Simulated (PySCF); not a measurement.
A GIAO shielding run with PySCF 2.14 (density fitting, non-relativistic, gas phase) on `[C-]#CC[SiH3]`, [C3H5Si]-:

```
$ OMP_NUM_THREADS=1 python probes_run.py task.json out

{"job": {"kind": "nmr", "xc": "PBE0", "basis": "pcSseg-1"}, "charge": -1, "multiplicity": 1}
C      2.681641     0.887165     0.427942
C      1.662670     0.240012     0.219278
C      0.499642    -0.666982    -0.043023
Si    -1.103415     0.320144    -0.081383
H      0.632932    -1.200618    -1.002766
H      0.436847    -1.451655     0.734176
H     -1.351745     0.993602     1.205591
H     -2.359328    -0.450484    -0.335138
H     -1.085681     1.334811    -1.149856
```

Hardware: 1 thread of an Arm Neoverse V1, shared host. The job also computes population analyses, field gradients.

**Question.** How large is the calculation?

**Answer.** 38 electrons, 100 basis functions and 540 auxiliary functions.

**Question.** How long does it take, and how much memory does it need?

**Answer.** 8.1 s of wall time, with 14 SCF cycles and 5 response iterations; peak memory 0.44 GiB. Times on a shared host scatter by some tens of per cent.
